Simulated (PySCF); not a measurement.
## Basis and Hamiltonian dependence of the excitation energy of Cr⁺

Cr⁺ [Ar] 3d5 (6S) → Cr⁺ [Ar] 3d4 4p1 (high-spin determinant). All values are computed (PySCF 2.14, energy differences of UHF-based or UKS calculations, no spin-orbit coupling). Values in eV.

```tsv
basis	Hamiltonian	functions	UHF	PBE	PBE0	MP2 (valence)	CCSD(T) (valence)	CCSD(T) (valence and next inner shell)
aug-cc-pVDZ-DK	spin-free X2C	59	4.942	5.843	5.767	5.683	5.669	n/a
aug-cc-pVDZ	non-relativistic	59	5.102	5.986	5.916	5.843	5.832	n/a
ANO-RCC-VTZP	spin-free X2C	59	4.920	5.918	5.815	5.696	5.680	5.846
x2c-TZVPPall	spin-free X2C	64	4.882	5.856	5.762	5.620	5.607	5.775
x2c-TZVPPall with one added diffuse shell each of s, p, d, f type	spin-free X2C	80	4.877	5.849	5.756	5.616	5.600	5.770
aug-cc-pVTZ	non-relativistic	93	5.040	6.010	5.916	5.790	5.772	n/a
def2-QZVPPD	non-relativistic	93	5.030	6.024	5.925	5.802	5.784	5.983
dyall-av2z	non-relativistic	101	5.060	6.029	5.933	5.769	5.757	n/a
cc-pwCVTZ	non-relativistic	102	5.032	6.020	5.923	5.800	n/a	n/a
x2c-QZVPPall with one added diffuse shell each of s, p, d, f, g type	spin-free X2C	121	4.874	5.879	5.775	5.646	n/a	n/a
aug-cc-pwCVTZ	non-relativistic	127	5.032	6.013	5.917	5.803	n/a	n/a
aug-cc-pwCVTZ-DK	spin-free X2C	127	4.877	5.871	5.770	5.648	n/a	n/a
aug-cc-pVQZ-DK	spin-free X2C	140	4.876	5.869	5.769	5.653	n/a	n/a
aug-cc-pwCVTZ-DK with one added diffuse shell each of s, p, d, f, g type	spin-free X2C	152	4.877	5.870	5.770	5.648	n/a	n/a
```

Frozen in the all-electron rows: valence: [Ar]; valence and next inner shell: [Ne].

One determinant mixes LS terms of the configuration, so the numbers do not refer to single terms. Non-relativistic rows lack the scalar-relativistic shift.
